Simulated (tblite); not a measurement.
C4H5F4O (doublet state).
Z-matrix (Å and degrees, GFN2-xTB geometry), rows numbered from 1:
```
C 
O   1  1.3645
C   2  1.3938  1  116.01
C   3  1.5414  2  112.06  1   -71.40
F   4  1.3670  3  110.69  2   -83.67
C   4  1.5338  3  111.09  2   156.36
F   6  1.3428  4  110.08  3   -64.09
F   6  1.3351  4  112.48  3    54.87
F   6  1.3312  4  112.56  3   176.61
H   1  1.0704  2  113.36  3  -177.66
H   1  1.0765  2  119.27  3   -23.80
H   3  1.0997  2  110.87  1    49.98
H   3  1.0933  2  106.88  1   169.57
H   4  1.0993  3  110.61  2    35.38
```

Method: GFN2-xTB as coded in tblite; computed harmonic values from a numerical Hessian at the method's own geometry, unscaled. The method is semi-empirical: single wavenumbers can be off by several per cent or more. One conformer, not necessarily the lowest. Open shells enter through the occupations alone, without spin polarisation, and single modes of such species can be off by tens of per cent.

Harmonic wavenumbers (cm⁻¹): 34.2, 48.1, 109.8, 159.1, 200.0, 243.9, 293.0, 331.0, 379.8, 439.8, 452.2, 506.2, 514.3, 523.5, 639.0, 845.1, 901.6, 980.0, 1030.5, 1065.1, 1076.7, 1094.8, 1120.2, 1173.2, 1205.3, 1231.4, 1266.9, 1288.5, 1327.9, 1366.8, 1423.2, 2890.3, 2917.3, 2991.1, 3084.7, 3189.0.

A = 2679, B = 1040, C = 931.1 MHz; mass 145.028 u (most abundant isotopes); point group C1, symmetry number 1; spin multiplicity 2.

Task: Zero-point energy?

Result: Half the sum of the wavenumbers: 19172 cm⁻¹ = 229.35 kJ/mol.

Task: What is S at 400 K and 1 bar for an ideal gas of classical rigid rotors and harmonic oscillators?

Result: Translation 177.03, rotation 125.86, vibration 159.32, spin (R ln 2) 5.76: S = 468.0 J/(mol K).

Task: And Cp and H(400 K) − H(0)?

Result: Cp = 180.85 J/(mol K), of which vibrations give 147.60 (their classical limit is 36 R = 299.3); H(400 K) − H(0) = 45.07 kJ/mol without the zero-point energy, 31.76 from vibrations.

Task: How do the functions run with temperature in this model?

Result: 
| T (K) | S (J/(mol K)) | Cp (J/(mol K)) | H − H(0) (kJ/mol) | G − H(0) (kJ/mol) | ln q(vib) |
| --- | --- | --- | --- | --- | --- |
| 100 | 301.4 | 76.2 | 5.47 | -24.67 | 2.10 |
| 200 | 366.9 | 115.8 | 15.14 | -58.24 | 4.67 |
| 300 | 420.4 | 150.3 | 28.47 | -97.67 | 7.18 |
| 500 | 511.1 | 205.7 | 64.44 | -191.12 | 11.96 |
| 800 | 619.3 | 253.1 | 134.07 | -361.39 | 18.44 |
| 1000 | 677.9 | 271.8 | 186.67 | -491.27 | 22.30 |

q(vib) and H(0) count from the zero-point level.

Task: What must be added to the electronic energy to get the Gibbs energy at 400 K and 1 bar?

Result: ZPE + [H(400 K) − H(0)] − T·S = 229.35 + 45.07 − 187.19 = 87.23 kJ/mol.

Hindered rotation and anharmonicity are outside this model. Other conformers, if any are populated, would add a mixing term that is left out. The structure is chiral; the term R ln 2 for an equal mix with its mirror image is left out.
